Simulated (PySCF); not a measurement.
Gas-phase reaction: TiF4 + 2 N2H2 + 4 H ⇌ Ti(NH2)4 + 2 F2

Method: PySCF energies (xtb for GFN2) plus ideal-gas RRHO corrections (1 bar). † marks an energy on the PBE0/def2-TZVP geometry and frequencies; other levels use their own. 6-31G* has spherical d functions here. Open shells (unrestricted): H (multiplicity 2); the rest are closed-shell singlets. GFN2 has no spin-polarisation term. B3LYP is the form with VWN-RPA correlation. Ti(NH2)4: computed as isolated molecules; such fragments, hydroxides, amides, oligomers or adducts are transient or little studied in the gas. The harmonic model lacks anharmonicity and excited electronic states, which grow with temperature; levels with a mode under 35 cm⁻¹ are left out. Warning, point group unlike the PBE0 one: Ti(NH2)4 (GFN2-xTB).

```json
[
 {"level": "B3LYP/6-31G*", "ΔE electronic, kJ": "2", "ΔH°(298 K), kJ": "84", "ΔS°(298 K), J/K": "-408", "ΔG°(1200 K), kJ": "577"},
 {"level": "B3LYP/def2-TZVP†", "ΔE electronic, kJ": "-38", "ΔH°(298 K), kJ": "44", "ΔS°(298 K), J/K": "-409", "ΔG°(1200 K), kJ": "538"},
 {"level": "GFN2-xTB", "ΔE electronic, kJ": "41", "ΔH°(298 K), kJ": "109", "ΔS°(298 K), J/K": "-357", "ΔG°(1200 K), kJ": "534"},
 {"level": "HF/def2-TZVP†", "ΔE electronic, kJ": "278", "ΔH°(298 K), kJ": "360", "ΔS°(298 K), J/K": "-409", "ΔG°(1200 K), kJ": "854"},
 {"level": "PBE0/def2-TZVP", "ΔE electronic, kJ": "-28", "ΔH°(298 K), kJ": "54", "ΔS°(298 K), J/K": "-409", "ΔG°(1200 K), kJ": "548"},
 {"level": "r2SCAN/def2-TZVP†", "ΔE electronic, kJ": "-39", "ΔH°(298 K), kJ": "43", "ΔS°(298 K), J/K": "-409", "ΔG°(1200 K), kJ": "537"}
]
```
ΔH° is lowest at r2SCAN/def2-TZVP† and highest at HF/def2-TZVP†. No reference value is set beside these.
